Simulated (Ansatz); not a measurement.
A further run on Na₂Pb⁻.

```yaml
crystal:
  periodic: [false, false, false]
  atoms:
    - {symbol: Na, position_ang: [1.842728, -0.819221, -0.615333]}
    - {symbol: Na, position_ang: [-1.235041, -0.195999, 1.697030]}
    - {symbol: Pb, position_ang: [-0.607686, 1.015220, -1.081696]}
basis:
  gaussian: {orbitals: def2-TZVP}
total_charge: -1
magnetization: {spin_polarized: true, initial_magnetization: 1}
hamiltonian: {xc: {name: PBE0}, dispersion: d3bjatm, pseudopotentials: {relativity: none}}
scf: {omitted_lower_state_checks: [starts]}
output: {forces: true}
```

```sh
$ ansatz run in.yaml --threads 4 --pin off --events-out ev --progress --plain --max-ram 3916MiB
```

Shortened log:

```
Functional definition: PBE0
1002 factors; their error is unknown
mean field evaluation 1: about -14075.3944 eV, gradient 1.1e1 eV
mean field evaluation 2: about -14070.9947 eV, gradient 2.3e1 eV
mean field evaluation 4: about -14076.3620 eV, gradient 1.1e0 eV
mean field evaluation 8: about -14076.4164 eV, gradient 3.0e-1 eV
mean field evaluation 16: about -14076.5550 eV, gradient 6.8e-3 eV
mean field -14076.55505215 eV, -517.3038567348 hartree, gradient 2.1e-5 eV, S^2 1.409784; 0 other end points of the search recorded, 0 dependent functions left out
reference -14076.55508106 eV, -517.3038577974 hartree; 23, 22 occupied and 91, 92 virtual orbitals, 1002 factors
Total energy: -14076.62108436 eV, -517.3062833737 hartree
Atom 0 at     1.842728    -0.819221    -0.615333 Å, force    -0.004136     0.004951    -0.003984 eV/Å
Atom 1 at    -1.235041    -0.195999     1.697030 Å, force    -0.001736     0.003891    -0.004798 eV/Å
Atom 2 at    -0.607686     1.015220    -1.081696 Å, force     0.005872    -0.008842     0.008783 eV/Å
Dipole moment:    -0.261910     0.437365    -0.465879 e Å
Checks for a lower state left out: starts
```

It took 1.9 s on 4 threads of Intel Xeon Platinum 8488C on a shared host.

In the def2 sets Pb takes a core potential; there is no spin–orbit coupling. The highest occupied level of an anion often lies above zero with these methods, and sets without diffuse functions describe the outer electron poorly. The charge -1 doublet is spin-contaminated (final ⟨S²⟩ up to 1.41, 0.75 for a pure state).

The dipole of an ion depends on the origin.
